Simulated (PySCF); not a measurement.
# Nuclear quadrupole coupling in `C[C@@H]1CCC[P@](C)(=O)C1`

Species: C7H15OP.
Geometry (GFN2-xTB, Å), atoms numbered from 1 in this order:
```
atom  x, y, z in Å
C1    -2.3321   -1.4017   -0.1592
C2    -1.0074   -0.6925    0.1181
C3    -1.2578    0.7028    0.6947
C4     0.0170    1.3902    1.1789
C5     0.9580    1.7228    0.0305
P6     1.4178    0.2513   -0.9642
C7     2.4541   -0.8047    0.1207
O8     2.0798    0.5740   -2.2353
C9    -0.1868   -0.6127   -1.1641
H10   -2.9243   -0.8346   -0.8741
H11   -2.1559   -2.3925   -0.5716
H12   -2.9105   -1.5095    0.7557
H13   -0.4527   -1.2783    0.8591
H14   -1.7388    1.3248   -0.0643
H15   -1.9490    0.6143    1.5365
H16    0.5239    0.7429    1.8980
H17   -0.2495    2.3135    1.7014
H18    1.8786    2.1922    0.3873
H19    0.4868    2.4176   -0.6711
H20    1.9827   -1.0487    1.0666
H21    3.3865   -0.2706    0.2960
H22    2.6773   -1.7170   -0.4295
H23    0.0187   -1.6082   -1.5680
H24   -0.7281   -0.0556   -1.9349
```

Field gradients from the PBE0/pcSseg-1 density (PySCF, non-relativistic), principal values in atomic units, ordered |Vxx| ≤ |Vyy| ≤ |Vzz|:

```tsv
atom	Vxx	Vyy	Vzz
O8	-0.3928	-0.4468	0.8397
```

Find the asymmetry η = (Vxx − Vyy)/Vzz and the couplings χ = eQV/h (234.96 MHz × Q in barn × V in au), with Q(17O) = −0.0256 b.

| atom | environment | nucleus | η | χzz (MHz) | χxx (MHz) | χyy (MHz) |
| --- | --- | --- | --- | --- | --- | --- |
| O8 | phosphoryl oxygen | 17O | 0.06 | -5.05 | 2.36 | 2.69 |

The tensor is traceless: Vxx + Vyy + Vzz = 0.

What is Vzz at O8 in SI units (1 au = 9.71736 × 10²¹ V/m²)?

0.8397 au = 8.159 × 10²¹ V/m².

And the gradient at the other heavy atoms, for which no coupling is worked out here?

| atom | environment | Vzz (au) | η |
| --- | --- | --- | --- |
| C1 | methyl carbon | 0.055 | 0.04 |
| C2 | sp3 CH carbon | 0.047 | 0.59 |
| C3 | ring CH2 carbon | -0.043 | 0.10 |
| C4 | ring CH2 carbon | 0.057 | 0.91 |
| C5 | sp3 carbon bound to phosphorus | -0.029 | 0.87 |
| P6 | phosphoryl phosphorus | -0.366 | 0.21 |
| C7 | sp3 carbon bound to phosphorus | 0.030 | 0.34 |
| C9 | sp3 carbon bound to phosphorus | -0.025 | 0.68 |

Were the hydrogens deuterons (Q(2H) = 0.00286 b), χzz would run from 199 kHz (H13) to 217 kHz (H20).

Isolated species at its GFN2-xTB geometry (one conformer only). GFN2-xTB bond lengths can be off by several hundredths of an ångström, more for odd bonds, and the gradients follow them. A larger basis could move these couplings by a tenth or more.
